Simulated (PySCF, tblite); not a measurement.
Rigid-rotor lines calculated for a species of formula C6H13PSi (commonest isotopes; PBE0/pcSseg-1 in PySCF (dipole) on a GFN2-xTB geometry, gas phase), labelled J(Ka,Kc):

| transition | MHz |
| --- | --- |
| 1(0,1) ← 0(0,0) | 1561.8 |
| 2(0,2) ← 1(0,1) | 3115.9 |
| 2(1,1) ← 1(1,0) | 3251.7 |
| 2(1,2) ← 1(1,1) | 2995.6 |
| 1(1,0) ← 0(0,0) | 3211.0 |

Task: Find the rotational constants.

Result: 1(0,1) ← 0(0,0) is B + C, 2(1,1) ← 1(1,0) is 3B + C and 2(1,2) ← 1(1,1) is B + 3C, so B − C is half the difference of the last two, 128.0 MHz. 1(1,0) ← 0(0,0) is A + B. A = 2366.0, B = 844.9, C = 716.9 MHz.

Task: What moments of inertia, asymmetry and inertial defect follow?

Result: I = 505379 MHz·u·Å² over each constant: Ia = 213.60, Ib = 598.12, Ic = 704.98 u·Å²; κ = (2B − A − C)/(A − C) = -0.845 (asymmetric top); Δ = Ic − Ia − Ib = -106.75 u·Å².

Task: Which dipole components do these lines need?

Result: μa and μc (a-type: ΔKa even, ΔKc odd; c-type: ΔKa odd, ΔKc even). The calculation gives |μa| = 0.23 D, |μb| = 0.10 D, |μc| = 1.30 D.

Task: Predict further lines from these constants: 3(1,2) ← 2(0,2); 1(1,1) ← 1(0,1); 3(3,1) ← 2(2,1); 3(1,2) ← 3(1,3); 2(2,1) ← 2(1,1); 3(2,1) ← 2(2,0); 3(1,3) ← 2(1,2); 3(0,3) ← 2(0,2); 2(1,1) ← 1(0,1); 3(2,2) ← 2(2,1); 2(2,0) ← 1(1,0); 2(1,2) ← 2(0,2); 2(2,1) ← 1(1,1).

Result: 
```
     transition    MHz  type  branch
3(1,2) ← 3(1,3)    768     a       Q
2(1,2) ← 2(0,2)   1401     c       Q
1(1,1) ← 1(0,1)   1521     c       Q
3(1,3) ← 2(1,2)   4489     a       R
2(2,1) ← 2(1,1)   4563     c       Q
3(0,3) ← 2(0,2)   4655     a       R
3(2,2) ← 2(2,1)   4685     a       R
3(2,1) ← 2(2,0)   4716     a       R
2(1,1) ← 1(0,1)   4901     c       R
3(1,2) ← 2(0,2)   6658     c       R
2(2,0) ← 1(1,0)   7823     c       R
2(2,1) ← 1(1,1)   7943     c       R
3(3,1) ← 2(2,1)  12616     c       R
```

Task: Which structure gave them?

Result: `CCP1C=C([SiH3])CC1`, point group C1. Three constants can't fix a structure by themselves; this is the one that was computed:
```
atom  x, y, z in Å
C1    -2.848    0.824    0.758
C2    -2.030    0.123   -0.317
P3    -1.010   -1.276    0.409
C4     0.348   -0.262    1.079
C5     1.367   -0.045    0.250
Si6    2.897    0.970    0.661
C7     1.215   -0.653   -1.117
C8     0.055   -1.654   -1.079
H9    -3.469    1.604    0.320
H10   -3.496    0.113    1.268
H11   -2.195    1.282    1.499
H12   -2.695   -0.324   -1.061
H13   -1.371    0.832   -0.824
H14    0.310    0.107    2.092
H15    2.792    1.459    2.034
H16    2.980    2.096   -0.275
H17    4.086    0.128    0.505
H18    2.142   -1.141   -1.427
H19    1.020    0.147   -1.838
H20   -0.542   -1.646   -1.992
H21    0.436   -2.669   -0.944
```

The values belong to one conformer (point group C1) with, in the numbering `[CH3:1][CH2:2][P:3]1[CH:4]=[C:5]([SiH3:6])[CH2:7][CH2:8]1`, C1–C2–P3–C4 -80°, C2–P3–C4–C5 -90°, C4–C5–C7–C8 -13°, C5–C7–C8–P3 19°, C2–P3–C8–C7 82°. Its GFN2-xTB frequencies are all real (lowest 54 cm⁻¹). Constants of a rigid frame at the computed geometry: no zero-point averaging, no centrifugal distortion. A rigid rotor knows nothing of internal rotation, which can split or shift real lines.
